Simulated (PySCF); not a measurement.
Si(Cl)(NCO)(OH)2 (CH2ClNO3Si), SMILES O=C=N[Si](O)(O)Cl.

Geometry optimised at PBE-D3(BJ)/def2-SVP. The structure was generated by enumeration, and PubChem lists no compound with its InChIKey, so it may never have been made. The values are those of a single conformer.

Computed with TDA-LC-ωPBE/def2-SVPD (PySCF).

Vertical excitations. Gas-phase values at a fixed geometry.

```csv
state,energy (eV),λ (nm),f,main pairs
S1,7.19,173,0.000,"HOMO−1→LUMO+2 34 %, HOMO→LUMO+1 18 %, HOMO→LUMO+4 12 %, HOMO−1→LUMO+5 7 %"
S2,7.43,167,0.000,"HOMO−1→LUMO+2 34 %, HOMO→LUMO+1 21 %, HOMO→LUMO+4 14 %"
S3,7.44,167,0.001,"HOMO→LUMO+2 31 %, HOMO−1→LUMO+1 20 %, HOMO−1→LUMO+4 15 %, HOMO→LUMO+4 6 %"
S4,8.42,147,0.001,"HOMO→LUMO 56 %, HOMO→LUMO+3 17 %"
S5,8.46,147,0.000,"HOMO−1→LUMO 59 %, HOMO−1→LUMO+3 12 %"
S6,8.87,140,0.047,"HOMO−2→LUMO 41 %, HOMO−1→LUMO+3 12 %, HOMO−2→LUMO+2 8 %, HOMO−4→LUMO 6 %"
S7,8.97,138,0.014,"HOMO−3→LUMO 22 %, HOMO→LUMO+3 11 %, HOMO−5→LUMO 9 %, HOMO−5→LUMO+1 7 %"
S8,9.11,136,0.102,"HOMO−5→LUMO 19 %, HOMO−3→LUMO+2 14 %, HOMO−2→LUMO+2 12 %, HOMO→LUMO+2 8 %"
S9,9.18,135,0.241,"HOMO−4→LUMO 23 %, HOMO−2→LUMO+2 16 %, HOMO−1→LUMO+1 11 %, HOMO→LUMO+2 9 %"
S10,9.70,128,0.144,"HOMO−2→LUMO 17 %, HOMO−7→LUMO 15 %, HOMO−1→LUMO+3 10 %, HOMO−2→LUMO+2 7 %"
T1,6.42,193,0,"HOMO→LUMO+2 40 %, HOMO−1→LUMO+1 12 %, HOMO−1→LUMO+4 11 %, HOMO→LUMO+5 8 %"
T2,6.74,184,0,"HOMO−1→LUMO+1 24 %, HOMO→LUMO+2 22 %, HOMO−1→LUMO+4 20 %"
T3,6.75,184,0,"HOMO−1→LUMO+2 32 %, HOMO→LUMO+1 18 %, HOMO→LUMO+4 16 %, HOMO−1→LUMO+5 6 %"
T4,7.20,172,0,"HOMO−1→LUMO+2 31 %, HOMO→LUMO+1 21 %, HOMO→LUMO+4 17 %"
```
Triplets are in the Tamm–Dancoff approximation.
